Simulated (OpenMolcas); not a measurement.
An OpenMolcas run meant for Nb2+ (ANO-RCC-VTZP, DKH3; inactive shells 1s 2s 2p 3s 3p 3d 4s 4p; intended active space 3 electrons in 5 orbitals (4d)). One step of its input:

```
&CASPT2
Multistate=10 1 2 3 4 5 6 7 8 9 10
Frozen=8 6
IPEA=0.25
Imaginary=0.1
MaxIter=60
WThr=0.0 0.3 0.05
PrWF=0.5
NoMix
Deleted=16 14
```

The run finished. Its levels beside those of a sound run (SS-CASPT2, IPEA 0.25 Eh, imaginary shift 0.1 Eh (closed shells correlated: 4s 4p)), in cm⁻¹ above each run's lowest level:

```
               Level  This run  Usual run
          4d³ ⁴F_3/2       0.0        0.0
          4d³ ⁴F_5/2       513        517
          4d³ ⁴F_7/2      1179       1181
          4d³ ⁴F_9/2      1960       1950
          4d³ ⁴P_1/2      9811       9145
          4d³ ⁴P_3/2      9931       9186
          4d³ ²G_7/2     11572       9563
          4d³ ⁴P_5/2     10582       9964
          4d³ ²G_9/2     12162      10101
4d³ ²D_3/2(1) [53 %]     13513      12155
          4d³ ²P_1/2     15137      12561
          4d³ ²H_9/2     15947      13095
         4d³ ²H_11/2     16327      13408
       4d³ ²D_5/2(1)     14752      13793
```

Which setting is unsound, and how much does it matter here?

Nearly half of the orbitals are deleted from the virtual space, which removes much of the correlation energy. Against the sound run the excited levels shown move by 1300 cm-1 on average and by 2900 cm-1 at most.

CASPT2 does not keep the components of a term degenerate, so their means are used; among the terms shown or strongly mixed into the levels shown the widest spread is 1800 cm-1 (4d³ ²H, this run). Levels of configurations with an s electron are missing; early in the row they begin among the upper levels of the d shell and mix with terms of their name. The CASPT2 spread within a term exceeds the gap to the next term for 4d³ ²P and 4d³ ²H, 4d³ ²H and 4d³ ²D(1), so the order of their levels is uncertain (figures for the sound run; the like holds for this run). Some terms miss by over 15 % even with CASPT2, which points to a basis or an active space too small for the shells correlated (holds for this run). Only configurations of the active space appear.

A share in square brackets marks a mixed level and gives the weight of the term that names it, the lowest over the columns. A number in round brackets counts repeated terms of one configuration in the order of the reference energies.
